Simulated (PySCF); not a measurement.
**Electron correlation in Si (silicon, neutral)**

[Ne] 3s2 3p2, high-spin 3P determinant. All numbers are calculated (PySCF 2.14, the non-relativistic Hamiltonian (point nucleus), in aug-cc-pV(T+d)Z with one added diffuse shell each of s, p, d, f type (7s6p5d3f, 71 functions)). Frozen: [Ne]; 4 electrons correlated.

```json
{"level": "CCSD", "correlation energy (mhartree)": "-74.91"}
{"level": "(T)", "correlation energy (mhartree)": "-2.59"}
{"level": "CCSD(T)", "correlation energy (mhartree)": "-77.50"}
```

Diagnostics: T1 = 0.012, D1 = 0.0306, largest double amplitude 0.066.

Cost of the coupled-cluster step: of the order of 6 core-seconds, for 4 correlated electrons.
